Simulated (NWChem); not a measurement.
# Atomisation of Cl₃Sb

```xyz
4

Sb     0.0021     0.5750     0.0000
Cl    -1.0484    -0.5712     1.8123
Cl    -1.0484    -0.5712    -1.8123
Cl     2.0905    -0.5827     0.0000
```
Charge 0, spin multiplicity 1.

The numbers come from NWChem runs, not from measurements. The geometry was optimised at B3LYP/def2-SVP with def2 effective core potentials on Sb, a minimum by its harmonic frequencies.

Basis set: def2-TZVP. The atomisation energy is electronic alone: no zero-point, thermal, spin-orbit or counterpoise terms. No value is extrapolated to the basis-set limit. Free atoms are single determinants with multiplicities Sb 4, Cl 2.

Effective core potentials replace the inner electrons of Sb; spin-orbit coupling is left out. B3LYP has NWChem's definition, with VWN1-RPA local correlation. The structure started from a generated list of species. The stability of the SCF solutions was not checked. Open-shell Hartree-Fock references start from PBE0 orbitals.

One of these methods gave an atomisation energy of 133.1 kcal/mol. Which?
(A) HF
(B) PBE0
(C) PBE
(D) B3LYP

A, HF. The others give 222.1 (B3LYP), 240.1 (PBE), 227.0 (PBE0).
